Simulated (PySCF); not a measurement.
Radial density of Zr (zirconium, neutral)

UHF, [Kr] 4d2 5s2, high-spin 3F determinant. Calculation: PySCF 2.14, in ANO-RCC-VTZP (7s6p4d2f1g, 68 functions); scalar relativity by spin-free X2C-1e.

```csv
r (bohr),4πr²ρ (e/bohr),4πr²(ρα − ρβ)
0.0307,49.27,-0.0020
0.0517,41.98,-0.0052
0.0870,55.03,0.0006
0.146,55.69,0.0611
0.246,37.11,0.1580
0.414,44.18,0.0877
0.696,14.29,0.0311
1.17,9.057,0.7177
1.97,3.237,0.9843
3.31,0.9546,0.3096
5.57,0.2446,-0.0079
9.37,0.007151,-0.0019
```

Densities and radii are taken from the X2C orbitals without a picture-change correction, which distorts them close to the nucleus.

Q: Where is the radial spin density 4πr²(ρα − ρβ) most negative, and why is it negative at all?

A: Around r = 5.57 bohr, down to -0.0079 e/bohr: exchange with the open shell polarises the paired shells in an unrestricted calculation.
